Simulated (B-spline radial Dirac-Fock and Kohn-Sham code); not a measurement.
The M4-N45N45 Auger spectrum of Nd⁴⁺

System: neodymium as Nd⁴⁺, [Xe] 4f2.

Input file task.json (cfg lists n, l and occupation; rrms is the nuclear radius in fm):

```json
{"items": [{
  "Z": 60,
  "q": 4,
  "cfg": [[1, 0, 2], [2, 0, 2], [2, 1, 6], [3, 0, 2], [3, 1, 6], [3, 2, 10], [4, 0, 2], [4, 1, 6], [4, 2, 10], [4, 3, 2], [5, 0, 2], [5, 1, 6]],
  "A": 142,
  "rrms": 4.9123,
  "do": ["binding", "quiet", "double"]
}]}
```

Run with: `python xray_run.py task.json out`

Model: ΔSCF Dirac-Fock with Breit, self-energy and vacuum polarisation, finite nucleus, configuration average. Program: an atomic code on a B-spline grid. The two-hole levels come from diagonalising the Coulomb interaction among the jj configurations; intensities are independent-particle Coulomb rates. Kinetic energies are from the vacuum level. Correlation energy is missing from these numbers. Open outer shells are spectators and are not coupled to the holes.

```csv
kinetic energy (eV),J,leading jj holes (weight),leading LS term (weight),intensity (%)
666.3,0,N4N4 (0.81),¹S0 (0.82),7.3
673.6,2,N4N4 (0.85),¹D2 (0.50),25.0
675.1,4,N4N5 (0.94),¹G4 (0.95),28.7
675.9,1,N4N5 (1.00),³P1 (1.00),8.9
676.9,0,N5N5 (0.81),³P0 (0.82),0.7
677.2,2,N4N5 (0.82),³P2 (0.52),12.8
679.4,3,N4N5 (1.00),³F3 (1.00),14.7
680.7,2,N5N5 (0.94),¹D2 (0.49),1.0
683.1,4,N5N5 (0.94),³F4 (0.95),0.9
```

The strongest line, by its leading LS label ¹G4, lies at 675.1 eV. The mean weight of the leading component is 0.90 in jj and 0.79 in LS coupling, so jj labels describe these levels better.

Values without a named source are computed, but for edge energies of neutral atoms, which are taken from tables.
